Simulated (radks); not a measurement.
Task: All-electron calculation, scalar-relativistic Kohn-Sham, exchange-only LDA, spin-polarised, spherical densities, finite nucleus; open shells are filled with parallel spins first; Fermi nuclear charge, rms radius of each element as measured or else 0.836 A^(1/3) + 0.57 fm. Program: a radial shooting solver on a logarithmic mesh with Libxc functionals. Response by self-consistent Sternheimer equations with the Hartree and adiabatic exchange-only LDA kernel, the relativistic mass of each level held fixed and spin-orbit coupling left out. For heavy and open-shell atoms this level of theory can miss by tens of per cent. Rank V3+, Ti2+, Cr4+, Mn5+, Fe6+, Co7+, Ni8+, Sc+, Ca (NIST ground configurations) by static dipole polarisability, largest first.

Result: Ca 160.6, Sc+ 55.76, Ti2+ 5.868, V3+ 2.402, Cr4+ 1.401, Mn5+ 0.9410, Fe6+ 0.6796, Co7+ 0.5133, Ni8+ 0.3998 bohr^3.
